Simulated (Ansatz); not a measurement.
CH₂F₂OSi (`F[Si]1(F)CO1`). Charge 0, multiplicity 1.

```xyz
7

F    -1.549   -1.403    0.508
Si   -0.179   -0.634    0.474
F     0.857   -1.565    1.202
C     0.240    0.646   -0.682
O    -0.158    0.953    0.770
H    -0.477    1.060   -1.387
H     1.266    0.942   -0.884
```

(1) List the harmonic frequencies (cm⁻¹, unscaled) at PBE0-D4/def2-TZVP in Ansatz. (An estimate is asked.)

(2) Is this a minimum?

(3) Give the ideal-gas thermochemistry at 298.15 K and 1 bar (rigid rotor, harmonic oscillator; point group Cs, symmetry number 1).

## Answers

(1) Ansatz gave: 208, 278, 320, 340, 634, 753, 800, 860, 999, 1077, 1131, 1164, 1460, 3119, 3202.

(2) Yes, all 15 modes are real.

(3) Zero-point energy 97.8 kJ/mol; H(298) − E = 113.6 kJ/mol; entropy 304.9 J/(mol·K), of which translation 165.8, rotation 108.0, vibration 31.1; G(298) − E = 22.7 kJ/mol.
